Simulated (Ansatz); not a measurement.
The cluster InGaN2⁻. Total charge -1; doublet. Geometry PBE-D4/def2-SVP, that of the neutral singlet; atoms count from 1.

```xyz
4

Ga    0.459   -1.990   -0.726
In   -0.487    2.112    0.770
N     0.366    0.183   -0.468
N    -0.338   -0.305    0.424
```

In the def2 sets In takes a core potential; there is no spin–orbit coupling. The highest occupied level of the charge -1 doublet lies above zero (up to 1.04 eV). By energy differences its removal costs 0.33 eV (vertical, to the charge 0 singlet, at PBE0-D4/def2-TZVPD); a positive level beside a positive removal energy at the same level points to self-interaction error. The structure comes from a short search, and lower isomers may exist.

(1) Estimate the Mulliken populations from the PBE0/def2-TZVPD orbitals of Ansatz.

(2) Where does the spin sit?

(3) And the Mayer bond orders between bonded heavy atoms (over 0.3)?

## Answers

(1) 
```json
{"atom": "Ga1", "charge (e)": "-0.11", "spin (α − β)": "0.00"}
{"atom": "In2", "charge (e)": "-0.42", "spin (α − β)": "1.00"}
{"atom": "N3", "charge (e)": "-0.24", "spin (α − β)": "0.00"}
{"atom": "N4", "charge (e)": "-0.24", "spin (α − β)": "0.00"}
```
Mulliken values and Mayer orders depend strongly on the basis. With diffuse functions, as here, like atoms can get unlike values, and bond orders can come out too low or too high.

(2) Summed by element: Ga 0.00, In 1.00, N 0.00, of 1 unpaired in all. Largest on single atoms: In2 1.00, Ga1 0.00, N3 0.00.

(3) Ga1–N3 0.53 (2.19 Å); Ga1–N4 0.53 (2.19 Å); N3–N4 1.47 (1.24 Å).
